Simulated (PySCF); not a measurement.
Compound: F3Si(SH), F₃HSSi.
Geometry (PBE0-D3(BJ)/def2-SVP, Å), atoms numbered from 1 in this order:
```
atom  x, y, z in Å
F1    -1.205   -0.148    1.238
Si2   -0.415   -0.167   -0.153
F3    -0.878    1.149   -0.934
F4    -0.890   -1.448   -0.978
S5     1.663   -0.287    0.074
H6     1.731    0.905    0.710
```

Computed, not measured: core-valence-separated Tamm–Dancoff BHandHLYP/aug-pcX-1 (pcseg-1 on H, def2-SVPD on Si, def2-SVPD on S) in PySCF, non-relativistic, gas phase, PBE0-D3(BJ)/def2-SVP geometry. No empirical shift is added; at this level the pattern usually sits a few eV under experiment.

The lowest roots of each edge with f over 0.003 (five at most, numbered afresh; weaker and dark ones are left out), with transition dipoles (au) in the frame of the coordinates:

| root | edge | E (eV) | μx | μy | μz |
| --- | --- | --- | --- | --- | --- |
| 1 | F | 685.51 | -0.0178 | -0.0030 | 0.0235 |
| 2 | F | 685.52 | 0.0130 | -0.0211 | 0.0153 |
| 3 | F | 685.65 | -0.0119 | -0.0210 | -0.0152 |
| 4 | F | 686.98 | -0.0108 | -0.0248 | -0.0043 |
| 5 | F | 687.06 | -0.0109 | -0.0135 | -0.0212 |

Problem. What are the oscillator strengths?

Solution. f = (2/3) ΔE |μ|², with ΔE in hartree (27.2114 eV):

```tsv
root	ΔE (Eh)	|μ|² (au)	f	core hole on
1	25.1919	0.000879	0.015	F1/F3
2	25.1922	0.000849	0.014	F1/F3
3	25.1973	0.000813	0.014	F4
4	25.2459	0.000749	0.013	F1
5	25.2489	0.000752	0.013	F3
```

Problem. Molecules are fixed in this frame and the field points along (1, 1, 0)/√2. What effective strengths 3 f cos²θ do the roots have (θ between field and μ)?

Solution. root 1 (F1/F3): 0.011, root 2 (F1/F3): 0.002, root 3 (F4): 0.027, root 4 (F1): 0.032, root 5 (F3): 0.015. Root 4 is the strongest. Averaged over all orientations cos²θ is 1/3, which gives f back.

